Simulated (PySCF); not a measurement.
A GIAO shielding run with PySCF 2.14 (density fitting, non-relativistic, gas phase) on SMILES C/C=C\[SiH2]C#CC(=S)OC, C7H10OSSi:

```
$ OMP_NUM_THREADS=1 python probes_run.py task.json out

{"job": {"kind": "nmr", "xc": "PBE0", "basis": "pcSseg-1"}, "charge": 0, "multiplicity": 1}
C     -4.454501     0.192138    -0.757934
C     -3.341048    -0.755838    -1.040809
C     -2.095719    -0.652512    -0.593017
Si    -1.395410     0.709036     0.501862
C      0.442607     0.507781     0.347857
C      1.632596     0.342642     0.195235
C      2.999671     0.180319    -0.100551
S      3.534005     0.437390    -1.633340
O      3.771661    -0.184993     0.915882
C      5.146001    -0.368975     0.652542
H     -4.128751     1.014956    -0.127409
H     -4.848237     0.592906    -1.692215
H     -5.270303    -0.331854    -0.259348
H     -3.619426    -1.592248    -1.674629
H     -1.394537    -1.426821    -0.882695
H     -1.713107     2.066079     0.041552
H     -1.754948     0.532796     1.915501
H      5.603563    -0.632852     1.602992
H      5.587969     0.549199     0.255291
H      5.292769    -1.168472    -0.079496
```

Hardware: 1 thread of an Arm Neoverse V1, shared host. The job also computes population analyses, field gradients.

(1) How large is the calculation?

(2) How long does it take, and how much memory does it need?

Results:

(1) 90 electrons, 234 basis functions and 1256 auxiliary functions.

(2) 83 s of wall time, with 15 SCF cycles and 5 response iterations; peak memory 1 GiB. Times on a shared host scatter by some tens of per cent.
